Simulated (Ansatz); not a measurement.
`O[Si](O)(O)[TeH]` + `N[CH2][GeH3]` → `[GeH3][CH2][TeH]` + `N[Si](O)(O)O`  (redistribution)

Isolated molecules relaxed with PBE0-D4/def2-TZVP in Ansatz; ΔE leaves out vibrations. CBS: MP2 limit from def2 TZ/QZ plus the TZ coupled-cluster correction, frozen cores. def2 core potentials past Kr. For Ge, Te outer-core shells are correlated without core-valence functions, which leaves a few kJ/mol of doubt a bond. Scalar relativity is left out up to krypton. Each species was taken in one conformer, which may not be the lowest.

```
           species  SCS-MP2/def2-TZVPP energy (Eh)
`O[Si](O)(O)[TeH]`                      -784.39343
    `N[CH2][GeH3]`                     -2172.43240
`[GeH3][CH2][TeH]`                     -2384.58293
    `N[Si](O)(O)O`                      -572.27359
```

Problem. Work out ΔE.

Solution. ΔE = (-2384.58293) + (-572.27359) − (-784.39343) − (-2172.43240) = -0.03069 Eh = -0.84 eV. CCSD(T)/CBS gives -0.80 eV.

Largest T1 diagnostic among the species: 0.012.

From PBE to PBE0 (25 % exact exchange), in def2-TZVPP and without D4, ΔE moves by −0.06 eV.
